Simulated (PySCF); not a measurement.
Compound: aminodimethylborane, C2H8BN.
Atom-mapped SMILES: `[CH3:1][B:2]([CH3:3])[NH2:4]` (hydrogens: H5, H6, H7 on C1; H8, H9, H10 on C3; H11, H12 on N4)

Geometry (PBE0-D3(BJ)/def2-TZVP, Å), atoms numbered from 1 in this order:
```
atom  x, y, z in Å
C1     1.4064   -0.3582    0.4073
B2    -0.0255    0.1856    0.0292
C3    -1.2243   -0.8077   -0.2255
N4    -0.2344    1.5636   -0.0809
H5     1.3628   -0.9471    1.3298
H6     1.7743   -1.0438   -0.3636
H7     2.1599    0.4218    0.5456
H8    -1.3958   -1.4389    0.6530
H9    -2.1693   -0.3155   -0.4711
H10   -0.9857   -1.4969   -1.0427
H11   -1.1245    1.9671   -0.3178
H12    0.4916    2.2432    0.0685
```

The closed-shell ground state was solved at several levels (PySCF, density fitting, gas phase, non-relativistic). Geometry: PBE0-D3(BJ)/def2-TZVP; no solvent, vibrations or thermal averaging.

| level | basis functions | HOMO (eV) | LUMO (eV) | gap (eV) | dipole (D) |
| --- | --- | --- | --- | --- | --- |
| KT3/pcSseg-2 | 256 | -6.78 | -0.41 | 6.37 | 1.26 |
| B3LYP/pcJ-2 | 396 | -7.86 | 0.23 | 8.09 | 1.25 |
| PBE0/pcSseg-2 | 256 | -8.10 | 0.50 | 8.60 | 1.23 |
| wB97X-D/pcSseg-2 | 256 | -10.01 | 2.18 | 12.19 | 1.22 |
| PBE0/pcJ-2 | 396 | -8.10 | 0.55 | 8.65 | 1.23 |
| B97-2/pcSseg-2 | 256 | -7.81 | 0.54 | 8.35 | 1.23 |

(1) What might B97-2/pcJ-2 (396 basis functions) give for the same quantities?

(2) Over all these levels, which gives the widest orbital gap and which the narrowest?

(3) In the pcSseg-2 basis, how does the gap go with the fixed share of exact exchange?

(4) How far do the dipole and the HOMO energy spread over the levels?

Answers

(1) HOMO -7.81 eV, LUMO 0.59 eV, gap 8.40 eV, dipole 1.22 D.

(2) wB97X-D/pcSseg-2 (range-separated hybrid) has the widest, 12.19 eV, and KT3/pcSseg-2 (GGA) the narrowest, 6.37 eV. The two share the basis. From the narrowest to the widest the HOMO moves by -3.23 eV and the LUMO by +2.59 eV.

(3) KT3 (0 %) 6.37 eV; B97-2 (21 %) 8.35 eV; PBE0 (25 %) 8.60 eV. Each rise in the share widens the gap here.

(4) The dipole runs from 1.22 to 1.26 D (mean 1.23 D) and the HOMO from -10.01 to -6.78 eV.
